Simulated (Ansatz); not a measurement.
Start from `CN1BC1[SiH3]` and change one atom or group to get `[SiH3]C1BN1`.

Ansatz, PBE0-D4/def2-TZVP geometries, multiplicity 1. 

| property | `CN1BC1[SiH3]` |
| --- | --- |
| zero-point energy (PBE0-D4/def2-TZVP) / kJ/mol | 255.2 |
| HOMO energy (B3LYP/def2-TZVPP) / eV | -6.82 |
| HOMO energy (ωB97M-V/def2-TZVPP) / eV | -9.26 |
| LUMO energy (B3LYP/def2-TZVPP) / eV | -0.25 |
| HOMO–LUMO gap (PBE/def2-TZVPP) / eV | 4.87 |
| HOMO–LUMO gap (ωB97M-V/def2-TZVPP) / eV | 11.01 |

(1) Give the same properties after the change, and the shifts. (Best estimate.)

Results:

(1) Computed: 
| property | `[SiH3]C1BN1` | shift |
| --- | --- | --- |
| zero-point energy (PBE0-D4/def2-TZVP) / kJ/mol | 179.8 | -75.4 |
| HOMO energy (B3LYP/def2-TZVPP) / eV | -7.22 | -0.40 |
| HOMO energy (ωB97M-V/def2-TZVPP) / eV | -9.71 | -0.45 |
| LUMO energy (B3LYP/def2-TZVPP) / eV | -0.40 | -0.15 |
| HOMO–LUMO gap (PBE/def2-TZVPP) / eV | 5.06 | 0.19 |
| HOMO–LUMO gap (ωB97M-V/def2-TZVPP) / eV | 11.38 | 0.37 |

With PBE0 the HOMO falls by 0.42 eV and the LUMO falls by 0.15 eV, so the gap widens by about 0.27 eV. PBE moves the HOMO by -0.37 eV and ωB97M-V by -0.45 eV. The zero-point energy changes by -75.4 kJ/mol with -9 modes.

Positive LUMOs are unbound, so they and the gaps depend on the basis.

B3LYP here is the variant with VWN-RPA as its local correlation; programs differ in this.
